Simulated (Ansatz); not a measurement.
`C=C[Si](N)(O)O` + `[NH2][GeH3]` → `[NH2][GeH2][Si](N)(O)O` + ethylene  (formal exchange of groups at the Si–C bond)

Program: Ansatz. Geometries: PBE0-D4/def2-TZVP. ΔE: electronic, gas phase. CCSD(T)/CBS is the MP2 limit (def2-TZVPP, def2-QZVPP) plus CCSD(T) − MP2 in def2-TZVPP, frozen cores. This one scheme is used for every species. DFT in def2-TZVPP. B3LYP here is the variant with VWN-RPA as its local correlation; programs differ in this. For Ge outer-core shells are correlated without core-valence functions, which leaves a few kJ/mol of doubt a bond. Scalar relativity is left out up to krypton. One conformer a species, not always the lowest.

```tsv
level	ΔE (kcal/mol)	difference from CCSD(T)/CBS
PBE-D4	-1.8	-2.5
r2SCAN-D4	0.3	-0.4
PBE0-D4	-0.5	-1.2
B3LYP-D4	-0.1	-0.8
ωB97X-V	1.0	0.3
ωB97M-V	1.4	0.7
PBE0	-0.2	-0.9
B3LYP	0.3	-0.4
MP2/def2-TZVPP	1.9	1.2
CCSD/def2-TZVPP	1.6	0.9
CCSD(T)/def2-TZVPP	1.3	0.6
MP2/def2-QZVPP	1.6	0.9
SCS-MP2/def2-QZVPP	2.0	1.3
HF/CBS(def2)	3.9	3.2
MP2/CBS(def2)	1.3	0.6
CCSD/CBS(def2)	0.9	0.2
CCSD(T)/CBS	0.7	0
```

Largest T1 diagnostic among the species: 0.012.

In def2-TZVPP, CCSD(T) changes the Hartree–Fock value by −2.4 kcal/mol (the triples alone add −0.2 kcal/mol) and MP2 by −1.8 kcal/mol. From PBE to PBE0 (25 % exact exchange), in def2-TZVPP and without D4, ΔE moves by +1.3 kcal/mol.
